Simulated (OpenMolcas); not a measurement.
Au6+ in a point-charge field

Au6+ among 4 point charges of -2.5 e arranged as a tetrahedron (Td), 2.26 Å from the ion.
```
   1.3048    1.3048    1.3048  -2.50
   1.3048   -1.3048   -1.3048  -2.50
  -1.3048    1.3048   -1.3048  -2.50
  -1.3048   -1.3048    1.3048  -2.50
```

```json
{
  "Program": "OpenMolcas",
  "Method": "SS-CASPT2, IPEA 0.25 Eh, imaginary shift 0.1 Eh (closed shells correlated: 4f 5s 5p)",
  "Basis": "ANO-RCC-VDZP [7s6p4d2f]",
  "Scalar Hamiltonian": "DKH2, point nucleus",
  "Active space": "5 electrons in 5 orbitals (5d)",
  "State averaging": "2S+1 = 6 even, 1 root; 2S+1 = 4 even, 24 roots; 2S+1 = 2 even, 75 roots",
  "Spin-orbit coupling": "state interaction with AMFI integrals over the reference wave functions"
}
```

The lowest spin-free states (labels of Td), above the lowest:

```tsv
State	Degeneracy	E (cm-1)	Free-ion L (%)
6A1	1	0	S (100)
4T1	3	30190	G (95)
4T2	3	30490	G (100)
4E	2	30530	G (100)
4A1	1	30600	G (100)
4T1	3	35000	P (95)
4T2	3	36300	D (99)
4E	2	36380	D (100)
2T2	3	44310	I (96)
2T1	3	44450	I (98)
2A2	1	44480	I (97)
2T2	3	44580	I (99)
2A1	1	44690	I (100)
2E	2	44700	I (100)
2T2	3	47760	D (71)
2E	2	48320	D (96)
4A2	1	49580	F (100)
4T1	3	49790	F (100)
2T1	3	49800	F (95)
4T2	3	49950	F (99)
```

The lowest levels with spin-orbit coupling:

```tsv
E (cm-1)	Degeneracy	Label	2S+1	g
0	4	Γ8	6 (76 %)	
61	2	Γ7	6 (76 %)	3.14 3.14 3.14
19910	4	Γ8	4 (49 %)	
20930	2	Γ7	4 (51 %)	1.75 1.75 1.75
29230	2	Γ6	4 (84 %)	2.45 2.45 2.45
29350	4	Γ8	4 (84 %)	
29520	2	Γ7	4 (84 %)	3.09 3.09 3.09
29970	4	Γ8	4	
31450	2	Γ6	4 (68 %)	4.38 4.38 4.38
31460	4	Γ8	4 (69 %)	
31510	2	Γ7	4 (72 %)	4.00 4.00 4.00
31790	4	Γ8	4 (72 %)	
32380	2	Γ7	4 (81 %)	1.95 1.95 1.95
32780	4	Γ8	4 (84 %)	
33020	2	Γ6	4 (88 %)	4.03 4.03 4.03
33400	4	Γ8	4 (86 %)	
33750	4	Γ8	4 (86 %)	
35350	2	Γ6	4	1.92 1.92 1.92
40150	2	Γ7	4	3.71 3.71 3.71
40900	4	Γ8	4
```

Powder χT (cm3 K/mol): 2.46 at 2 K, 2.73 at 10 K, 3.56 at 50 K, 3.78 at 100 K, 3.85 at 200 K, 3.87 at 300 K. The effective moment at 300 K is 2.828 √(χT) = 5.56 μB.

Roots that are degenerate in the reference are averaged as groups; the widest CASPT2 spread within a group is 84 cm-1 (the 3-fold group of multiplicity 4 near 49800 cm-1 above the lowest state of its run). Shifts and gaps below about the spread of the groups concerned are not significant. Point charges give a weaker field than real ligands, and real ions of this kind are as a rule low spin; the high spin found here belongs to the model. Free-ion shares, where given, are those of the reference states; single-state CASPT2 does not remix them. Point charges carry no covalency, so the field is a model and not that of real ligands. No measured value stands beside these numbers.
